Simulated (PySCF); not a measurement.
**How methods differ on the ionisation energy of In+**

In+ [Kr] 4d10 5s2 (1S) → In(2+) [Kr] 4d10 5s1 (2S), as a difference of total energies. Calculation: PySCF 2.14, in aug-cc-pwCVTZ-DK3 (10s9p7d4f1g, 109 functions); scalar relativity by spin-free X2C-1e. Correlated levels: valence: [Kr] 4d10 frozen. The calculations carry no spin-orbit coupling.

```
           method  ionisation energy (eV)
              UHF                  17.014
    MP2 (valence)                  17.665
SCS-MP2 (valence)                  17.795
   CCSD (valence)                  17.912
```

Question: How much does correlation contribute at MP2 (valence)?

Answer: 17.665 − (17.014) = 0.651 eV, measured against UHF.

Errors of the correlated levels include the incompleteness of this basis and the frozen core.

With two correlated electrons CCSD is exact in that space.

For comparison: 18.870 eV (measured; NIST Atomic Spectra Database, ionization energies).
